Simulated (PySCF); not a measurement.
Species: C2H12GeOSi2.
Atom-mapped SMILES: `[CH3:1][O:2][Si@@H:3]([GeH3:4])[CH2:5][SiH3:6]` (hydrogens: H7, H8, H9 on C1; H10 on Si3; H11, H12, H13 on Ge4; H14, H15 on C5; H16, H17, H18 on Si6)

Cartesian coordinates in Å at the PBE0-D3(BJ)/def2-SVP level; atoms count from 1:
```xyz
18
C2H12GeOSi2 angstrom
C     -1.5914   -1.4307    0.1767
O     -1.0736   -0.1357    0.0500
Si    -0.0563    0.3330   -1.1924
Ge     0.1871    2.6864   -0.9678
C      1.5979   -0.5533   -1.0639
Si     2.3283   -0.6016    0.6717
H     -2.0516   -1.7892   -0.7633
H     -0.8147   -2.1583    0.4770
H     -2.3691   -1.4291    0.9558
H     -0.6994   -0.0070   -2.5066
H      0.6470    3.0702    0.4498
H      1.2412    3.2053   -1.9677
H     -1.1416    3.4071   -1.2613
H      1.4893   -1.5894   -1.4297
H      2.3148   -0.0564   -1.7412
H      1.4868   -1.4482    1.5704
H      2.4028    0.7763    1.2462
H      3.7089   -1.1769    0.6447
```

Method: TDDFT B3LYP/def2-SVPD, vertical, gas phase, core orbitals frozen in the response in PySCF. Relativistic effects, spin–orbit coupling among them, are left out although an element past zinc is present.

Kohn–Sham orbitals with the atoms that hold most of them (Löwdin shares over 4%, at most four atoms; ? is withheld):

```
orbital  ε (eV)                               atoms
 LUMO+2    0.13  Ge4 34%, H12 13%, Si3 11%, H11 10%
 LUMO+1   -0.10    Ge4 21%, Si3 15%, Si6 12%, C5 9%
   LUMO       ?                                   ?
   HOMO   -7.64                                   ?
 HOMO-1   -7.91     O2 38%, Si3 15%, H10 13%, C1 8%
 HOMO-2   -8.76    C5 19%, O2 18%, Si6 14%, Si3 10%
 HOMO-3   -8.80       O2 38%, C1 14%, Si3 9%, H9 8%
```

Give the leading atoms of the LUMO.

Si3 (bonded to C, Ge, O and H) 18%; Ge4 (bonded to Si and 3 H) 14%; Si6 (bonded to C and 3 H) 11%; C5 (bonded to 2 Si and 2 H) 9%. By element: silicon 30%, germanium 14%, carbon 9% or more.

Which atoms hold the HOMO, and with what shares?

Ge4 (bonded to Si and 3 H) 23%; Si3 (bonded to C, Ge, O and H) 20%; O2 (bonded to C and Si) 19%; C5 (bonded to 2 Si and 2 H) 13%.

What is the LUMO energy, and the HOMO–LUMO gap?

ε(LUMO) = -0.18 eV; the gap is 7.46 eV (0.2741 hartree).

The HOMO–LUMO gap is 7.46 eV. Where does the response calculation put the lowest singlet, and from which orbitals?

S1 is at 6.52 eV (f = 0.010), 0.94 eV below the gap, made of HOMO→LUMO (63%), HOMO→LUMO+1 (30%). 

Next come S2 at 6.69 eV (f 0.027), HOMO→LUMO+1 (65%), HOMO→LUMO (31%); S3 at 6.74 eV (f 0.017), HOMO-1→LUMO (67%), HOMO-1→LUMO+1 (25%); S4 at 6.96 eV (f 0.017), HOMO-1→LUMO+1 (53%), HOMO-1→LUMO (23%), HOMO→LUMO+2 (15%); S5 at 7.00 eV (f 0.076), HOMO→LUMO+2 (77%), HOMO-1→LUMO+1 (10%).

Löwdin shares depend on the basis, the more so with diffuse functions.

One conformer stands for the species.
